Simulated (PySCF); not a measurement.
## Telling isomers of C6H13N3Si apart by NMR

Theoretical values (PySCF 2.14): GFN2-xTB geometry, shieldings: GIAO PBE0/pcSseg-1. Equivalent nuclei averaged, non-relativistic, one computed conformer, isolated molecule.

Shifts are taken against calculated references (same method and geometry level): TMS for 1H (σ = 31.72 ppm), 13C (σ = 186.93 ppm). Where no couplings were computed, multiplicities follow the n + 1 count of equivalent neighbours, and m marks all less simple cases (inequivalent or close neighbours, rings, F or P nearby). Shifts are as computed. Against solution values, carbons near 30 ppm lie about +3 ppm off and those near 130 ppm about +5 ppm. Of 1211 compounds with measured shifts, 218 miss one by over three times the rms of a fit or turn the order of signals round; such compounds aren't used in these exercises.

(1) Tabulate the signals of `Cc1nn([SiH](C)C)nc1C`, `Cc1cnn([Si](C)(C)C)n1`, `CC(C)(C)n1ncc([SiH3])n1` and their relative energies.

(2) What is the quickest way to tell Cc1cnn([Si](C)(C)C)n1 from CC(C)(C)n1ncc([SiH3])n1?

(3) What is the quickest way to tell Cc1nn([SiH](C)C)nc1C from Cc1cnn([Si](C)(C)C)n1?

(4) What is the quickest way to tell Cc1nn([SiH](C)C)nc1C from CC(C)(C)n1ncc([SiH3])n1?

Results:

(1) 
```tsv
SMILES	carbon types	δC	δH	E rel. (kcal/mol)
Cc1nn([SiH](C)C)nc1C	2×C 4×CH3	149.3, 12.8, -0.8	5.54 (sept, 1H), 2.44 (s, 6H), 0.40 (d, 6H)	6.3
Cc1cnn([Si](C)(C)C)n1	1×C 1×CH 4×CH3	150.2, 140.9, 13.1, 0.1	7.68 (s, 1H), 2.54 (s, 3H), 0.49 (s, 9H)	0.0
CC(C)(C)n1ncc([SiH3])n1	2×C 1×CH 3×CH3	147.1, 137.5, 59.9, 31.5	7.91 (s, 1H), 4.55 (s, 3H), 1.72 (s, 9H)	39.8
```

Energies are electronic energies at PBE0/pcSseg-1 on these geometries, without zero-point or thermal terms, each for the one conformer computed, which needn't be the lowest.

(2) Both give the same number of carbon signals, but DEPT or the intensities differ. The first has a methyl carbon bonded to Si (CH3) at 0.1 ppm, the second a fully substituted sp3 carbon bonded to N (C) at 59.9 ppm. Their most deshielded carbons lie at 150.2 and 147.1 ppm.

(3) Count the carbon signals: 3 against 4. The first has a substituted aromatic carbon next to a ring nitrogen (C) at 149.3 ppm, the second an aromatic CH next to a ring nitrogen at 140.9 ppm. Their most deshielded carbons lie at 149.3 and 150.2 ppm. In the proton spectra the most deshielded non-exchanging signals are 5.54 (sept, 1H) and 7.68 (s, 1H).

(4) Count the carbon signals: 3 against 4. The first has a methyl carbon bonded to Si (CH3) at -0.8 ppm, the second an aromatic CH next to a ring nitrogen at 147.1 ppm. Their most deshielded carbons lie at 149.3 and 147.1 ppm. In the proton spectra the most deshielded non-exchanging signals are 5.54 (sept, 1H) and 7.91 (s, 1H).
